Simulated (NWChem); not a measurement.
System: C₃H₆OSi; SMILES [SiH3][C@@H]1C=CO1

Here is an NWChem input.

```
start job
memory heap 200 mb stack 900 mb global 1100 mb
geometry units angstroms noautosym nocenter noautoz
  Si    -0.008272    -1.607181     0.150879
  C      0.071166     0.116408    -0.644424
  C      1.038607     1.100485    -0.044879
  C     -0.044553     1.748433     0.416696
  O     -1.016223     0.935594    -0.103606
  H      1.201558    -2.387634    -0.253016
  H     -0.036348    -1.442989     1.632100
  H     -1.227188    -2.334542    -0.313114
  H      0.012651     0.090928    -1.746171
  H      2.118398     1.205850     0.003761
  H     -0.304245     2.617492     1.025466
end
basis spherical
  Si library 6-31g*
  C library 6-31g*
  O library 6-31g*
  H library 6-31g*
end
dft
  xc m06-2x
  iterations 150
end
cosmo
  do_cosmo_smd true
  solvent acetntrl
end
task dft energy
```

Excerpt of the output:

```
             Northwest Computational Chemistry Package (NWChem) 7.3.0
             --------------------------------------------------------

                             Geometry "geometry" -> ""
                             -------------------------

 Output coordinates in angstroms (scale by  1.889725989 to convert to a.u.)

  No.       Tag          Charge          X              Y              Z
 ---- ---------------- ---------- -------------- -------------- --------------
    1 Si                  14.0000    -0.00827200    -1.60718100     0.15087900
    2 C                    6.0000     0.07116600     0.11640800    -0.64442400
    3 C                    6.0000     1.03860700     1.10048500    -0.04487900
    4 C                    6.0000    -0.04455300     1.74843300     0.41669600
    5 O                    8.0000    -1.01622300     0.93559400    -0.10360600
    6 H                    1.0000     1.20155800    -2.38763400    -0.25301600
    7 H                    1.0000    -0.03634800    -1.44298900     1.63210000
    8 H                    1.0000    -1.22718800    -2.33454200    -0.31311400
    9 H                    1.0000     0.01265100     0.09092800    -1.74617100
   10 H                    1.0000     2.11839800     1.20585000     0.00376100
   11 H                    1.0000    -0.30424500     2.61749200     1.02546600

 Effective nuclear repulsion energy (a.u.)     216.1828023678

                                 NWChem DFT Module
                                 -----------------

 Summary of "ao basis" -> "ao basis" (spherical)
 ------------------------------------------------------------------------------
       Tag                 Description            Shells   Functions and Types
 ---------------- ------------------------------  ------  ---------------------
 Si                          6-31g*                  8       18   4s3p1d
 C                           6-31g*                  6       14   3s2p1d
 O                           6-31g*                  6       14   3s2p1d
 H                           6-31g*                  2        2   2s

 in cosmo_initialize ...
 calling solv_data for solv:acetntrl

 solvent parameters
 solvname_short: acetntrl
 solvname_long:  acetonitrile
 dielec:       35.6880
 dielecinf:     1.8069
 nonaqueous SMD model solvent descriptors
 dielec:       35.6880
 sola:          0.0700
 solb:          0.3200
 solc:          0.0000
 solg:         41.2500
 solh:          0.0000
 soln:          1.3442

          ---------------
          -cosmo- solvent
          ---------------
 Cosmo: York-Karplus, doi: 10.1021/jp992097l
 dielectric constant -eps-     =  35.69
 screen = (eps-1)/(eps    )    =   0.97198
 surface charge correction     = lagrangian

   van der Waals surface
 --------------------------

[...]

                                COSMO-SMD solvation results
                                ---------------------------

             internal energy in gas <Psi(g)|H|Psi(g)> =      -482.419699175549
         internal energy in solvent <Psi(s)|H|Psi(s)> =      -482.419069138339
                               delta internal energy  =         0.000630037210 (    0.40 kcal/mol)
   total free energy in solvent <Psi(s)|H+V/2|Psi(s)> =      -482.425039352580
 polarization energy contribution <Psi(s)|V/2|Psi(s)> =        -0.005970214241 (   -3.75 kcal/mol)
    total free energy in solvent including G(SMD-CDS) =      -482.425367230657
                       G(SMD-CDS) energy contribution =        -0.000327878077 (   -0.21 kcal/mol)
     1 M fixed-concentration free energy of solvation =        -0.005668055108 (   -3.56 kcal/mol)

                       DFT Final Molecular Orbital Analysis
                       ------------------------------------

 Vector   21  Occ=2.000000D+00  E=-3.897397D-01
              MO Center= -1.7D-01, -5.5D-01, -4.1D-02, r^2= 4.3D+00
   Bfn.  Coefficient  Atom+Function         Bfn.  Coefficient  Atom+Function
  ----- ------------  ---------------      ----- ------------  ---------------
    80      0.230780   8 H  s                23      0.198027   2 C  pz
    79      0.192294   8 H  s                 7     -0.191060   1 Si px
    78     -0.178126   7 H  s                 9     -0.177127   1 Si pz
    36     -0.176671   3 C  py               21      0.159527   2 C  px
    50      0.146763   4 C  py               77     -0.140562   7 H  s

 Vector   22  Occ=2.000000D+00  E=-3.538045D-01
              MO Center= -1.2D-01, -3.8D-02, -2.3D-01, r^2= 2.9D+00
   Bfn.  Coefficient  Atom+Function         Bfn.  Coefficient  Atom+Function
  ----- ------------  ---------------      ----- ------------  ---------------
    22     -0.330960   2 C  py                8      0.313918   1 Si py
    64      0.252943   5 O  py               26     -0.204688   2 C  py
    65     -0.204278   5 O  pz               68      0.186675   5 O  py
    51     -0.170164   4 C  pz               23      0.163299   2 C  pz
    69     -0.160942   5 O  pz                4     -0.126522   1 Si py

 Vector   23  Occ=2.000000D+00  E=-2.844151D-01
              MO Center=  2.8D-01,  1.2D+00,  5.3D-02, r^2= 2.0D+00
   Bfn.  Coefficient  Atom+Function         Bfn.  Coefficient  Atom+Function
  ----- ------------  ---------------      ----- ------------  ---------------
    37      0.332016   3 C  pz               41      0.277414   3 C  pz
    65     -0.274027   5 O  pz               51      0.262286   4 C  pz
    69     -0.231833   5 O  pz               36     -0.223690   3 C  py
    40     -0.194132   3 C  py               55      0.189538   4 C  pz
    50     -0.172840   4 C  py               64      0.166639   5 O  py

 Vector   24  Occ=0.000000D+00  E= 6.027300D-02
              MO Center=  9.6D-02, -1.2D-01,  2.3D-01, r^2= 5.8D+00
   Bfn.  Coefficient  Atom+Function         Bfn.  Coefficient  Atom+Function
  ----- ------------  ---------------      ----- ------------  ---------------
    12      0.654112   1 Si py               13     -0.489449   1 Si pz
    24     -0.426965   2 C  s                55      0.380726   4 C  pz
    41     -0.366753   3 C  pz               54     -0.321388   4 C  py
    76      0.291226   6 H  s                78      0.286711   7 H  s
    11     -0.283591   1 Si px               51      0.261420   4 C  pz

 Vector   25  Occ=0.000000D+00  E= 7.361965D-02
              MO Center=  2.0D-01, -8.6D-01,  1.7D-01, r^2= 5.8D+00
   Bfn.  Coefficient  Atom+Function         Bfn.  Coefficient  Atom+Function
  ----- ------------  ---------------      ----- ------------  ---------------
    12      1.065887   1 Si py               24     -0.948039   2 C  s
    80      0.488663   8 H  s                26      0.363729   2 C  py
    10      0.332258   1 Si s                13     -0.329984   1 Si pz
    11      0.320829   1 Si px               55     -0.268917   4 C  pz
    54      0.239170   4 C  py               82      0.236922   9 H  s

 Vector   26  Occ=0.000000D+00  E= 8.899700D-02
              MO Center= -1.8D-01, -8.1D-01, -3.9D-02, r^2= 4.5D+00
   Bfn.  Coefficient  Atom+Function         Bfn.  Coefficient  Atom+Function
  ----- ------------  ---------------      ----- ------------  ---------------
    76     -0.882954   6 H  s                11      0.851243   1 Si px
    13     -0.611044   1 Si pz               78      0.574587   7 H  s
    66      0.543322   5 O  s                80      0.360034   8 H  s
    38     -0.342453   3 C  s                25      0.298036   2 C  px
    53      0.289719   4 C  px               12     -0.267202   1 Si py

     Multipole analysis of the density
     ---------------------------------

     L   x y z        total         alpha         beta         nuclear
     -   - - -        -----         -----         ----         -------
     0   0 0 0     -0.000000    -23.000000    -23.000000     46.000000

     1   1 0 0      0.611904      0.390466      0.390466     -0.169028
     1   0 1 0      0.099559     -0.446537     -0.446537      0.992633
     1   0 0 1     -0.104704     -0.049368     -0.049368     -0.005968

     2   2 0 0    -28.998136    -54.331691    -54.331691     79.665246
     2   1 1 0      0.718519     -1.118887     -1.118887      2.956294
     2   1 0 1     -0.420974      0.051288      0.051288     -0.523550
     2   0 2 0    -26.648846   -174.739462   -174.739462    322.830078
     2   0 1 1      1.887577     -0.778414     -0.778414      3.444405
     2   0 0 2    -27.432984    -33.137161    -33.137161     38.841337
```

Level: M06-2X/6-31G* (spherical d), SMD on the gas-phase geometry. All runs use the structure optimised with PBE0/def2-SVP. Solvent: acetonitrile.
